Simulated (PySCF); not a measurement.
## Molybdenum: highly charged ions in a basis for the neutral atom

Mo¹²⁺ [Ar] 3d10 4s2, Mo¹³⁺ [Ar] 3d10 4s1. All numbers are calculated (PySCF 2.14, a scalar-relativistic core potential, in def2-SVP with the def2 core potential (28 electrons) (5s3p2d1f, 31 functions)). No spin-orbit coupling, so a gap to NIST mixes the basis error with missing relativistic terms.

Changed run: basis of the neutral atom used for a highly charged ion. This setting is unsound on purpose.

| species | method | sound run (hartree) | changed run (hartree) | converged |
| --- | --- | --- | --- | --- |
| Mo¹²⁺ | UHF | not run | -21.16897 | yes |
| Mo¹²⁺ | r2SCAN | not run | -21.26022 | yes |
| Mo¹²⁺ | M06-L | not run | -21.38091 | yes |
| Mo¹³⁺ | UHF | not run | -11.03105 | yes |
| Mo¹³⁺ | r2SCAN | not run | -11.05853 | yes |
| Mo¹³⁺ | M06-L | not run | -11.12674 | yes |

Ionisation energy of Mo¹²⁺:

```
method  changed run (eV)    NIST (eV)
   UHF            275.87  279.1 ± 0.5
r2SCAN            277.60  279.1 ± 0.5
 M06-L            279.03  279.1 ± 0.5
```

The contracted functions were made for the neutral atom and can be too rigid for a highly charged ion.
